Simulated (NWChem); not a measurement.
Species: GeNH4O2F; SMILES [NH2][Ge]([OH])([OH])[F]

```xyz
9

N     -0.6818    -1.6381     0.3157
Ge    -0.0038    -0.0072    -0.0186
O      0.3233     0.9675     1.4039
O     -1.0257     0.9893    -1.0321
F      1.5097    -0.3177    -0.8073
H     -1.6940    -1.6832     0.3857
H     -0.3440    -2.3577    -0.3172
H      0.8637     0.5065     2.0552
H     -0.8400     1.9292    -0.9213
```
Atoms are numbered in this order, from 1.

All runs: NWChem. Pople sets run with spherical d functions. Geometry: optimised at PBE0/def2-SVP. GIAO values for the isolated, static molecule; σ is the absolute isotropic shielding, δ = σ(reference) − σ with the isolated reference molecule computed at the same levels (19F: trichlorofluoromethane, 1H: tetramethylsilane, 15N: ammonia, 17O: water).

For level B3LYP/6-31G*:

```
Quantity     Result
-----------  ------
δ N1 (ppm)     10.9
σ Ge2 (ppm)  1528.2
δ O3 (ppm)     47.4
δ O4 (ppm)     41.3
δ F5 (ppm)   -129.5
δ H6 (ppm)     0.27
δ H8 (ppm)     1.62
```

**Question.** How do the values read with level LDA (Slater exchange, VWN5)/pcSseg-1 instead?

**Answer.** 
- δ N1 (ppm): 29.4
- σ Ge2 (ppm): 1193.6
- δ O3 (ppm): 78.4
- δ O4 (ppm): 71.6
- δ F5 (ppm): -158.3
- δ H6 (ppm): 0.74
- δ H8 (ppm): 1.87
